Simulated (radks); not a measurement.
Q: Gd18+, 46 electrons, occupied as [Kr] 4d10. Method: Dirac Kohn-Sham, LDA (Slater exchange, Perdew-Wang correlation), spin-unpolarised, spherical densities, finite nucleus; Fermi nuclear charge, rms radius 5.1569 fm; computed with a radial shooting solver on a logarithmic mesh with Libxc functionals. Some entries of the table are withheld. Estimate them.

orbital  occ.  eigenvalue (eV)  <1/r> (bohr^-1)
1s1/2       2        -50429.04            71.58
2s1/2       2        -8687.238            17.08
2p1/2       2        -8274.156            17.07
2p3/2       4        -7579.383            15.08
3s1/2       2        -2267.508            6.230
3p1/2       2        -2088.171              (1)
3p3/2       4        -1945.352              (2)
3d3/2       4        -1634.228              (3)
3d5/2       6        -1603.134              (4)
4s1/2       2        -779.5521            2.709
4p1/2       2              (5)            2.620
4p3/2       4              (6)            2.456
4d3/2       4              (7)            2.291
4d5/2       6              (8)            2.252
4f5/2       0        -403.6823            1.982
4f7/2       0        -402.2964            1.970
5s1/2       0        -372.4367            1.368
5p1/2       0        -343.7365            1.314
5p3/2       0        -332.3591            1.258

A: 
(1) 3p1/2 <1/r> (bohr^-1): 6.148
(2) 3p3/2 <1/r> (bohr^-1): 5.647
(3) 3d3/2 <1/r> (bohr^-1): 5.523
(4) 3d5/2 <1/r> (bohr^-1): 5.399
(5) 4p1/2 eigenvalue (eV): -708.3053
(6) 4p3/2 eigenvalue (eV): -672.8681
(7) 4d3/2 eigenvalue (eV): -554.0231
(8) 4d5/2 eigenvalue (eV): -547.0790
